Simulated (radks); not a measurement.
Values are calculated unless marked as measured or tabulated.
All-electron atom: W3+ in [Kr] 4d10 4f14 5p6 5d3 6d2 (not the ground configuration).

Level of theory: scalar-relativistic Kohn-Sham, PBE, spin-polarised, spherical densities, finite nucleus; open shells are filled with parallel spins first (spin-orbit coupling, left out, can overturn this in heavy ions); Fermi nuclear charge, rms radius 5.3658 fm (a radial shooting solver on a logarithmic mesh with Libxc functionals).

Energy parts (hartree):
total: -16130.6852
kinetic: 17766.6781
electron-nucleus: -39747.7588
Hartree: 6171.2365
exchange-correlation: -320.8411

Orbitals (lengths in bohr, moments of r in powers of bohr; r(max) is where P^2 peaks):
orbital  occ.  eigenvalue (hartree)   <1/r>   r(max)      <r>
1s down     1             -2554.972   87.05  0.01146  0.01835
1s up       1             -2554.972   87.05  0.01146  0.01835
2s up       1             -442.6151   20.36  0.06568  0.07757
2s down     1             -442.6062   20.36  0.06568  0.07757
2p up       3             -387.4260   18.45  0.05388  0.06944
2p down     3             -387.4188   18.45  0.05388  0.06944
3s up       1             -103.4075   7.539   0.1853   0.2011
3s down     1             -103.4049   7.539   0.1853   0.2011
3p up       3             -87.05592   6.961   0.1834   0.2013
3p down     3             -87.05283   6.961   0.1834   0.2013
3d up       5             -68.22506   6.577   0.1494   0.1824
3d down     5             -68.21906   6.577   0.1494   0.1824
4s up       1             -22.86021   3.203   0.4207   0.4496
4s down     1             -22.85205   3.202   0.4207   0.4496
4p up       3             -17.49529   2.910   0.4412   0.4779
4p down     3             -17.48762   2.910   0.4413   0.4779
4d up       5             -10.68572   2.590   0.4522   0.5110
4d down     5             -10.67642   2.591   0.4523   0.5107
5s up       0              -4.72858   1.279   0.9555    1.045
5s down     0              -4.65076   1.290   0.9507    1.039
5p up       3              -3.34934   1.100    1.073    1.192
5p down     3              -3.25274   1.110    1.066    1.186
4f up       7              -3.12675   2.101   0.4285   0.5979
4f down     7              -3.10821   2.111   0.4283   0.5935
5d up       3              -1.70443  0.8271    1.338    1.552
5d down     0              -1.59473  0.8265    1.330    1.558
6p up       0              -1.02615  0.4522    2.614    2.834
6d up       2              -0.64085  0.3364    3.589    3.792
5f up       0              -0.56919  0.3857    2.865    3.223
7d up       0              -0.32252  0.1914    6.935    6.876

The highest occupied level is 6d up at -17.438 eV. The configuration is held as typed, so some empty levels lie below it. The density falls to 0.001 e/bohr^3 at r = 5.07 bohr. The electron density at the nucleus is 1.514e+06 e/bohr^3 (large components only). The spin density at the nucleus is 0.306 e/bohr^3 (1s -0.073, 2s -1.705, 3s 0.190, 4s 1.894). Summed over all electrons, <r^2> = 61.77 bohr^2, which gives a Langevin (diamagnetic) susceptibility term of -48.9 x 10^-6 cm^3/mol.
